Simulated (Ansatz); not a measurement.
C3H12Si3, charge +1, doublet, at a GFN2-xTB geometry (a state made from the parent by changing its charge; the spin is typed, not shown lowest), with bond 15-5 at 1.4 times its length; CASSCF(3,5)/STO-3G (Ansatz, an electronic-structure program).

Input for Ansatz:
Ansatz 0.2 input:
```yaml
crystal:
  periodic: [false, false, false]
  atoms:
    - {symbol: C, position_ang: [-0.70221075, 1.23881776, -1.07655928]}
    - {symbol: Si, position_ang: [1.08284208, 1.43408252, -0.46621724]}
    - {symbol: C, position_ang: [1.87909597, -0.29541671, -0.15443650]}
    - {symbol: Si, position_ang: [0.74174681, -1.44732979, 0.89529119]}
    - {symbol: C, position_ang: [-1.02069212, -1.45156295, 0.19468400]}
    - {symbol: Si, position_ang: [-1.90854778, 0.26808063, 0.08920561]}
    - {symbol: H, position_ang: [-0.71624443, 0.77242065, -2.06089327]}
    - {symbol: H, position_ang: [-1.17826879, 2.21088555, -1.19103291]}
    - {symbol: H, position_ang: [1.88772892, 1.92264693, -1.59958630]}
    - {symbol: H, position_ang: [1.13466087, 2.21921423, 0.76408456]}
    - {symbol: H, position_ang: [2.09094806, -0.77203748, -1.11005247]}
    - {symbol: H, position_ang: [2.83609049, -0.17219729, 0.34609090]}
    - {symbol: H, position_ang: [1.33243927, -2.76817869, 0.61689574]}
    - {symbol: H, position_ang: [0.75339510, -1.00153959, 2.28593669]}
    - {symbol: H, position_ang: [-1.94697569, -2.28535570, 1.07144215]}
    - {symbol: H, position_ang: [-1.03416198, -1.91319716, -0.79190054]}
    - {symbol: H, position_ang: [-1.95816120, 0.89697302, 1.40772509]}
    - {symbol: H, position_ang: [-3.22783704, 0.13344345, -0.52625041]}
basis:
  gaussian:
    orbitals: STO-3G
hamiltonian:
  xc: hf
total_charge: 1
correlation: {active_space: {window: {electrons: 3, orbitals: 5}}}
magnetization: {spin_polarized: false, initial_magnetization: 1}
```

It wrote (shortened):

```
Functional definition: HF
676 factors; integrals over basis functions are off by at most 3.8e-5 eV
mean field evaluation 1: about -26550.0048 eV, gradient 1.5e1 eV
mean field evaluation 2: about -26550.1622 eV, gradient 1.5e1 eV
mean field evaluation 4: about -26551.2113 eV, gradient 1.5e0 eV
mean field evaluation 8: about -26551.2354 eV, gradient 6.6e-1 eV
mean field evaluation 16: about -26551.4898 eV, gradient 1.2e-6 eV
mean field evaluation 32: about -26551.0357 eV, gradient 3.8e0 eV
mean field -26551.48977645 eV, -975.7492520385 hartree, gradient 2.2e-6 eV, S^2 0.750000; 5 other end points of the search recorded, 0 dependent functions left out
reference -26551.48977645 eV, -975.7492520385 hartree; 36, 35 occupied and 18, 19 virtual orbitals, 676 factors
state -26552.54987567 eV, -975.7882099660 hartree
Total energy: -26552.54987567 eV, -975.7882099660 hartree
```
